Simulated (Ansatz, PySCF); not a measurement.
C5H5F. Atoms are numbered in the order given.

```xyz
11

C     -0.4088     2.5911     0.0000
C     -0.0943     1.3244     0.0000
C      0.1875     0.0346     0.0000
F      1.4669    -0.3706     0.0000
C     -0.8000    -1.0334     0.0000
C     -0.4805    -2.3330     0.0000
H     -0.5447     3.1489    -0.9352
H     -0.5447     3.1489     0.9352
H     -1.8433    -0.7061     0.0000
H      0.5627    -2.6568     0.0000
H     -1.2554    -3.1021     0.0000
```
Charge 0, spin multiplicity 1.

Geometry optimised at PBE0-D3(BJ)/def2-SVP. Other conformers were not sampled.

Vertical ionisation energy (IE) and electron affinity (EA) in eV. Rows of orbital energies are one-electron estimates. Where ΔSCF, EOM or ADC give a negative EA the extra electron is unbound and the value depends on the basis.

```json
[
 {"level": "−ε(HOMO), −ε(LUMO), r2SCAN/def2-TZVP (PySCF)", "IE": "5.88", "EA": "1.70"},
 {"level": "−ε(HOMO), −ε(LUMO), PBE/def2-TZVP (PySCF)", "IE": "5.71", "EA": "1.85"},
 {"level": "ΔSCF, PBE0/def2-SVPD (Ansatz), final states of multiplicity 2 and 2", "IE": "8.72", "EA": "-0.80"},
 {"level": "ΔSCF, PBE/def2-SVPD (Ansatz), final states of multiplicity 2 and 2", "IE": "8.64", "EA": "-0.78"}
]
```

### Question
What vertical singlet–triplet gap does ΔSCF give with PBE0/def2-SVPD (Ansatz, an electronic-structure program) and with PBE/def2-SVPD (Ansatz)? (Estimate from the structure and the level; the computed values follow.)

### Answer
3.24 and 3.22 eV (triplet above singlet where positive).
